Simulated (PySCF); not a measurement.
Br$_{2}$Ge, singlet, at a GFN2-xTB geometry, with bond 3-1 at 1.6 times its length; DF-PBE/def2-SV(P) run with PySCF.

PySCF was given this input:
```python
from pyscf import gto, scf, dft

mol = gto.Mole()
mol.atom = '''
    Ge    0.01682949    0.00687689    1.03311619
    Br    1.00009172   -1.51961211   -0.47860423
    Br   -1.63486358    2.41719334   -1.36540434
'''
mol.basis = 'def2-sv(p)'
mol.verbose = 4
mol.build()

mf = dft.RKS(mol)
mf.xc = 'pbe'
mf.init_guess = 'mod_huckel'
mf = mf.density_fit(auxbasis='def2-universal-jkfit')
mf.kernel()
```

Output, abridged:

```
PySCF version 2.14.0

[INPUT] verbose = 4
[INPUT] num. atoms = 3
[INPUT] num. electrons = 102
[INPUT] charge = 0
[INPUT] spin (= nelec alpha-beta = 2S) = 0
[INPUT] symmetry False subgroup None
[INPUT] Mole.unit = angstrom
[INPUT] Symbol           X                Y                Z      unit          X                Y                Z       unit  Magmom
[...]
nuclear repulsion = 542.134090362838
number of shells = 36
number of NR pGTOs = 222
number of NR cGTOs = 96
basis = def2-sv(p)
ecp = {}

******** <class 'pyscf.df.df_jk.DFRKS'> ********
method = DFRKS
initial guess = mod_huckel
damping factor = 0
level_shift factor = 0
DIIS = <class 'pyscf.scf.diis.CDIIS'>
diis_start_cycle = 1
diis_space = 8
diis_damp = 0
SCF conv_tol = 1e-09
SCF conv_tol_grad = None
SCF max_cycles = 50
direct_scf = False
XC library pyscf.dft.libxc version 7.1.2
    S. Lehtola, C. Steigemann, M. J. T. Oliveira, and M. A. L. Marques,  SoftwareX 7, 1–5 (2018)
XC functionals = pbe
    J. P. Perdew, K. Burke, and M. Ernzerhof,  Phys. Rev. Lett. 77, 3865 (1996)
    J. P. Perdew, K. Burke, and M. Ernzerhof,  Phys. Rev. Lett. 78, 1396 (1997)
    J. P. Perdew, K. Burke, and M. Ernzerhof,  Phys. Rev. Lett. 77, 3865 (1996)
    J. P. Perdew, K. Burke, and M. Ernzerhof,  Phys. Rev. Lett. 78, 1396 (1997)
radial grids:
    Treutler-Ahlrichs [JCP 102, 346 (1995); DOI:10.1063/1.469408] (M4) radial grids

becke partition: Becke, JCP 88, 2547 (1988); DOI:10.1063/1.454033
pruning grids: <function nwchem_prune>
grids dens level: 3
symmetrized grids: False
atomic radii adjust function: <function treutler_atomic_radii_adjust>
small_rho_cutoff = 0
Set gradient conv threshold to 3.16228e-05
Initial guess from on-the-fly Huckel, doi:10.1021/acs.jctc.8b01089,
employing the updated GWH rule from doi:10.1021/ja00480a005.
Spherically averaged atomic HF for {'Br', 'Ge'}

******** <class 'pyscf.scf.atom_hf.AtomSphAverageRHF'> ********
method = AtomSphAverageRHF
initial guess = minao
damping factor = 0
level_shift factor = 0
DIIS = <class 'pyscf.scf.diis.CDIIS'>
diis_start_cycle = 1
diis_space = 8
diis_damp = 0
SCF conv_tol = 1e-09
SCF conv_tol_grad = None
SCF max_cycles = 50
direct_scf = True
direct_scf_tol = 1e-13
atom = Ge
Set gradient conv threshold to 3.16228e-05
Initial guess from minao.
init E= -2074.17016275191
cycle= 1 E= -2074.8362839214  delta_E= -0.666  |g|=    0  |ddm|= 0.521
cycle= 2 E= -2074.83696563853  delta_E= -0.000682  |g|=    0  |ddm|= 0.0842
cycle= 3 E= -2074.83721801757  delta_E= -0.000252  |g|=    0  |ddm|= 0.0248
cycle= 4 E= -2074.8372187984  delta_E= -7.81e-07  |g|=    0  |ddm|= 0.00222
cycle= 5 E= -2074.83721880971  delta_E= -1.13e-08  |g|=    0  |ddm|= 0.000242
cycle= 6 E= -2074.83721880972  delta_E= -1.41e-11  |g|=    0  |ddm|= 1.05e-05
Extra cycle  E= -2074.83721880972  delta_E=    0  |g|=    0  |ddm|= 5.82e-07
Atomic HF for atom  Ge  converged. SCF energy = -2074.83721880972

******** <class 'pyscf.scf.atom_hf.AtomSphAverageRHF'> ********
method = AtomSphAverageRHF
initial guess = minao
damping factor = 0
level_shift factor = 0
DIIS = <class 'pyscf.scf.diis.CDIIS'>
diis_start_cycle = 1
diis_space = 8
diis_damp = 0
SCF conv_tol = 1e-09
SCF conv_tol_grad = None
SCF max_cycles = 50
direct_scf = True
direct_scf_tol = 1e-13
atom = Br
Set gradient conv threshold to 3.16228e-05
Initial guess from minao.
init E= -2570.80291116799
cycle= 1 E= -2571.90665107855  delta_E= -1.1  |g|=    0  |ddm|= 0.245
cycle= 2 E= -2571.90669609965  delta_E= -4.5e-05  |g|=    0  |ddm|= 0.0269
cycle= 3 E= -2571.9066972158  delta_E= -1.12e-06  |g|=    0  |ddm|= 0.00563
cycle= 4 E= -2571.90669725287  delta_E= -3.71e-08  |g|=    0  |ddm|= 0.000559
cycle= 5 E= -2571.90669725562  delta_E= -2.75e-09  |g|=    0  |ddm|= 0.000311
cycle= 6 E= -2571.90669725565  delta_E= -3e-11  |g|=    0  |ddm|= 2.3e-05
Extra cycle  E= -2571.90669725564  delta_E= 9.09e-13  |g|=    0  |ddm|= 1.5e-06
Atomic HF for atom  Br  converged. SCF energy = -2571.90669725564

[...]
tot grids = 61488
init E= -7223.02273505095
[...]
cycle= 1 E= -7215.60354322633  delta_E= 7.42  |g|= 2.55  |ddm|= 5.46
[...]
cycle= 2 E= -7069.9569114396  delta_E=  146  |g|= 10.4  |ddm|= 23.4

WARN: HOMO -0.394651077901445 == LUMO -0.393859533463156

cycle= 3 E= -7159.63410819036  delta_E= -89.7  |g|= 8.42  |ddm|= 12.5

WARN: HOMO -0.269613896762184 == LUMO -0.268962592956595

cycle= 4 E= -7195.62213023837  delta_E=  -36  |g|= 4.76  |ddm|= 4.54
[...]
cycle= 5 E= -7220.05837687445  delta_E= -24.4  |g|= 2.66  |ddm|= 9.88
[...]
cycle= 6 E= -7222.83856530474  delta_E= -2.78  |g|= 1.14  |ddm|=  9.8
[...]
cycle= 7 E= -7223.16123544134  delta_E= -0.323  |g|= 0.614  |ddm|= 1.63
[...]
cycle= 8 E= -7222.94524300586  delta_E= 0.216  |g|= 1.09  |ddm|= 1.86
[...]
cycle= 9 E= -7220.99498732488  delta_E= 1.95  |g|= 1.62  |ddm|= 3.04
[...]
cycle= 10 E= -7221.57033278974  delta_E= -0.575  |g|= 1.57  |ddm|= 2.38
[...]
cycle= 11 E= -7223.34294957923  delta_E= -1.77  |g|= 0.183  |ddm|= 2.57
[...]
cycle= 12 E= -7221.88589164109  delta_E= 1.46  |g|=  1.4  |ddm|= 2.47
[...]
cycle= 13 E= -7221.93968356385  delta_E= -0.0538  |g|= 1.37  |ddm|= 0.0626
[...]
cycle= 14 E= -7221.92945221996  delta_E= 0.0102  |g|= 1.38  |ddm|= 0.0147
[...]
cycle= 15 E= -7222.10274044333  delta_E= -0.173  |g|= 1.29  |ddm|= 0.237
[...]
cycle= 16 E= -7222.77531144775  delta_E= -0.673  |g|= 0.937  |ddm|= 1.52
[...]
cycle= 17 E= -7223.34126994262  delta_E= -0.566  |g|= 0.131  |ddm|= 1.82
[...]
cycle= 18 E= -7223.33901348292  delta_E= 0.00226  |g|= 0.134  |ddm|= 0.721
[...]
cycle= 19 E= -7223.34963510992  delta_E= -0.0106  |g|= 0.0653  |ddm|= 0.462
[...]
cycle= 20 E= -7223.3470356918  delta_E= 0.0026  |g|= 0.0918  |ddm|= 0.143
[...]
cycle= 21 E= -7223.34854457211  delta_E= -0.00151  |g|= 0.0746  |ddm|= 0.0362
[...]
cycle= 22 E= -7223.35164650984  delta_E= -0.0031  |g|= 0.0213  |ddm|= 0.142
[...]
cycle= 23 E= -7223.35180267006  delta_E= -0.000156  |g|= 0.0122  |ddm|= 0.0188
[...]
cycle= 24 E= -7223.35189779827  delta_E= -9.51e-05  |g|= 0.000232  |ddm|= 0.0296
[...]
cycle= 25 E= -7223.35189765368  delta_E= 1.45e-07  |g|= 0.000505  |ddm|= 0.00203
[...]
cycle= 26 E= -7223.35189781951  delta_E= -1.66e-07  |g|= 3.82e-05  |ddm|= 0.00133
[...]
cycle= 27 E= -7223.3518978202  delta_E= -6.87e-10  |g|= 1.65e-05  |ddm|= 5.46e-05
[...]
Extra cycle  E= -7223.35189778776  delta_E= 3.24e-08  |g|= 0.000229  |ddm|= 0.000555
SCF not converged.
SCF energy = -7223.35189778776
```

Convergence was not reached.
